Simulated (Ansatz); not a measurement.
Relaxation of H$_{4}$OSiTe (7 atoms, charge 0, multiplicity 1), to a largest force component of 0.015 eV/Å in at most 40 steps.

Computed with Ansatz, RKS B3LYP-D4/def2-SVP.

```xyz
7
Properties=species:S:1:pos:R:3
O -1.188 -0.546 -0.483
Si -0.105 0.525 0.091
Te 0.899 1.595 -1.894
H -1.921 -0.271 -1.026
H -0.783 1.446 1.000
H 0.952 -0.160 0.825
H -0.555 2.207 -2.355
```

**Question.** Where does it end, and by what steps?

**Answer.** The run converged. After 10 steps the energy has fallen by 0.171 eV; H7 moved furthest, 0.62 Å.

```tsv
step	energy less start (eV)	largest force component (eV/Å)	accepted
0	0.0000	1.326	yes
1	-0.0949	0.690	yes
2	-0.1383	0.191	yes
3	-0.1432	0.136	yes
4	-0.1587	0.099	yes
5	-0.1589	0.305	yes
6	-0.1671	0.072	yes
7	-0.1695	0.035	yes
8	-0.1703	0.169	yes
9	-0.1674	0.119	no
10	-0.1714	0.012	yes
```

```xyz
7
Properties=species:S:1:pos:R:3
O -1.246 -0.758 -0.275
Si -0.180 0.487 0.017
Te 0.832 1.461 -2.090
H -1.923 -0.612 -0.946
H -0.817 1.625 0.738
H 0.920 -0.109 0.812
H -0.289 2.702 -2.099
```

Whether the end is a true minimum wasn't checked by a vibrational analysis.

Time of the run: 28 s on 1 thread of Intel(R) Xeon(R) 6975P-C (Granite Rapids) (shared host), peak memory 0.25 GiB.
